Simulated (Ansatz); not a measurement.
Two members of one family (Series SnEt3X), computed with Ansatz in the gas phase; def2 core potentials for Sn, no spin–orbit coupling. The two geometries come from different levels. Binding counts from free atoms in the multiplicity of their measured ground term, without zero-point energy. The structures are stationary points that may keep the symmetry of their start.

First: SnEt3(NMe2) (singlet, charge 0, r2SCAN-D4/def2-SVP geometry).

Cartesian coordinates in Å:
```
Sn 0.1161 0.0417 -0.3216
C 1.6447 1.4860 -0.8637
C 1.6979 2.6515 0.1205
H 1.4349 1.8317 -1.8910
H 2.6115 0.9548 -0.9105
H 2.5003 3.3669 -0.1310
H 0.7506 3.2172 0.1326
H 1.8730 2.3009 1.1504
C 0.1046 -1.7137 -1.6225
C -1.0379 -2.6780 -1.3108
H 1.0849 -2.2066 -1.5123
H 0.0518 -1.3540 -2.6648
H -1.0284 -3.5581 -1.9765
H -0.9819 -3.0559 -0.2761
H -2.0235 -2.1979 -1.4259
C -1.8467 0.9672 -0.2383
C -2.2107 1.6900 -1.5340
H -1.8360 1.6625 0.6188
H -2.5891 0.1872 -0.0003
H -3.2065 2.1647 -1.4759
H -1.4886 2.4878 -1.7762
H -2.2338 1.0036 -2.3970
N 0.5749 -0.4454 1.6369
C -0.4445 -1.0084 2.4879
C 1.8867 -0.9727 1.9199
H -0.5427 -2.1180 2.4113
H -1.4327 -0.5738 2.2625
H -0.2315 -0.7890 3.5555
H 2.6504 -0.4920 1.2852
H 2.1738 -0.7742 2.9739
H 1.9785 -2.0760 1.7728
```

| level | HOMO (eV) | LUMO (eV) | gap (eV) | binding per atom (eV) |
| --- | --- | --- | --- | --- |
| PBE-D4/def2-SVP | -4.12 | -0.04 | 4.08 | 3.99 |
| PBE-D4/def2-TZVP | -4.29 | -0.44 | 3.85 | 3.97 |
| r2SCAN-D4/def2-TZVP | -4.50 | -0.02 | 4.48 | 3.90 |
| PBE0-D4/def2-SVP | -5.44 | 0.86 | 6.30 | 3.95 |
| PBE0-D4/def2-TZVP | -5.55 | 0.40 | 5.95 | 3.92 |

Second: SnEt3(SiMe3) (singlet, charge 0, PBE-D4/def2-SVP geometry).

```
atom   x (Å)   y (Å)   z (Å)
 Sn1  -0.436  -0.243  -0.451
  C2  -1.129   1.098  -2.051
  C3  -0.032   2.033  -2.566
  H4  -1.991   1.672  -1.652
  H5  -1.527   0.459  -2.868
  H6  -0.395   2.702  -3.378
  H7   0.363   2.689  -1.761
  H8   0.834   1.471  -2.975
  C9   1.096  -1.565  -1.314
 C10   1.639  -2.586  -0.312
 H11   1.909  -0.918  -1.708
 H12   0.641  -2.068  -2.194
 H13   2.411  -3.250  -0.761
 H14   2.110  -2.094   0.566
 H15   0.838  -3.246   0.082
 C16  -2.103  -1.549   0.147
 C17  -2.591  -2.450  -0.989
 H18  -2.919  -0.897   0.526
 H19  -1.754  -2.147   1.014
 H20  -3.429  -3.109  -0.672
 H21  -2.954  -1.861  -1.857
 H22  -1.784  -3.112  -1.365
Si23   0.583   1.102   1.524
 C24   0.516   0.073   3.121
 C25   2.396   1.514   1.123
 C26  -0.381   2.721   1.780
 H27   0.950   0.639   3.972
 H28   1.086  -0.873   3.013
 H29  -0.530  -0.191   3.383
 H30   2.990   0.592   0.961
 H31   2.474   2.131   0.203
 H32   2.865   2.081   1.954
 H33  -0.365   3.346   0.863
 H34  -1.443   2.522   2.035
 H35   0.061   3.316   2.607
```

Problem. Estimate the same table for the second.

Solution. 
| level | HOMO (eV) | LUMO (eV) | gap (eV) | binding per atom (eV) |
| --- | --- | --- | --- | --- |
| PBE-D4/def2-SVP | -5.43 | 0.01 | 5.43 | 3.99 |
| PBE-D4/def2-TZVP | -5.50 | -0.33 | 5.17 | 3.97 |
| r2SCAN-D4/def2-TZVP | -5.70 | -0.04 | 5.66 | 3.92 |
| PBE0-D4/def2-SVP | -6.50 | 0.76 | 7.26 | 3.96 |
| PBE0-D4/def2-TZVP | -6.52 | 0.42 | 6.94 | 3.93 |
